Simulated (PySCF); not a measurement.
Some computed properties have been withheld. Give your best values.

C₅H₄O₃ (charge +1 and doublet state).
Structure used (PBE0-D3(BJ)/def2-SVP), in Å, numbered top down from 1:
```
atom  x, y, z in Å
O1     2.0441   -0.6391   -1.3012
C2     1.6089   -0.1776   -0.2901
O3     2.2845    0.2650    0.7577
C4     0.1364   -0.0305   -0.0624
C5    -0.5194    0.4867    1.0855
O6    -1.8396    0.4570    0.9149
C7    -2.0777   -0.0593   -0.2988
C8    -0.8652   -0.3806   -0.9487
H9     3.2398    0.1626    0.5998
H10   -0.1386    0.8811    2.0302
H11   -3.1245   -0.1526   -0.5963
H12   -0.7463   -0.8141   -1.9427
```

```json
{"property": "point group", "level": "PBE0-D3(BJ)/def2-SVP", "value": "?"}
{"property": "rotational constants A, B, C", "level": "PBE0-D3(BJ)/def2-SVP", "value": "?"}
{"property": "isotropic g value", "level": "unrestricted B3LYP/IGLO-III on C O, pcH-1 on H, mean-field spin–orbit", "value": "?"}
{"property": "spin squared ⟨S²⟩", "level": "unrestricted B3LYP/IGLO-III on C O, pcH-1 on H", "value": "0.761"}
{"property": "largest isotropic hyperfine couplings (means over sets of like nuclei)", "level": "unrestricted B3LYP/IGLO-III on C O, pcH-1 on H", "value": "?"}
```

Gas-phase values; electronic properties from PySCF, density fitting. The structure is a single PBE0-D3(BJ)/def2-SVP conformer in the gas phase; no vibrational or solvent corrections. The unpaired spin is shared among atoms: the largest Mulliken spin population is 0.53.

**Question.** The rotational constants A, B, C?

**Answer.** 5.275, 1.556, 1.202 GHz.

**Question.** The largest isotropic hyperfine couplings (means over sets of like nuclei)?

**Answer.** 13C +46.4 (C7), 13C +45.6 (C5), 1H -41.9 (H11), 1H -41.3 (H10), 13C -8.1 (C8) MHz.

**Question.** What is the isotropic g value?

**Answer.** 2.00235.

**Question.** The point group?

**Answer.** Cs.

⟨S²⟩ is 0.011 above the pure-spin value S(S + 1) = 0.75. g_iso is shifted by about +30 ppm from the free-electron value 2.002319. At 9.50 GHz, hν = g·μB·B₀ (B₀ the magnetic field) puts the centre of the isotropic spectrum, to first order, at 339.0 mT.
